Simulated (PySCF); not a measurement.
C5H7F, SMILES C=C(F)/C=C/C. Heavy atoms are numbered as in [CH2:1]=[C:2]([F:3])/[CH:4]=[CH:5]/[CH3:6]. Hydrogens are named by the atom that carries them.

Coordinates come from a r2SCAN-D4/def2-SVP optimisation. One conformer was computed; it need not be the lowest.

Computed with r2SCAN/def2-TZVP in PySCF.

ESP charges are fitted to the potential on shells at 1.4 to 2.0 van der Waals radii. Atomic charges (e), one atom of each kind:

```csv
atom,Löwdin,IAO,Mulliken,ESP fit
C1 (CH2),-0.20,-0.40,-0.35,-0.67
C2,-0.32,0.31,0.32,0.43
F3,0.19,-0.28,-0.21,-0.19
C4 (CH),-0.16,-0.19,-0.24,-0.47
C5 (CH),-0.17,-0.12,-0.05,0.16
C6 (CH3),-0.29,-0.43,-0.30,-0.51
H on C1,0.13,0.16,0.13,0.23
H on C4,0.15,0.15,0.10,0.22
H on C5,0.15,0.15,0.13,0.09
H on C6,0.13,0.16,0.12,0.15
```

Computed Mayer and Wiberg (Löwdin basis) orders of the bonds:
| bond | Mayer | Wiberg |
|---|---|---|
| C1–C2 | 1.76 | 2.00 |
| C2–F3 | 1.02 | 1.68 |
| C2–C4 | 1.09 | 1.29 |
| C4–C5 | 1.82 | 1.92 |
| C5–C6 | 0.96 | 1.33 |
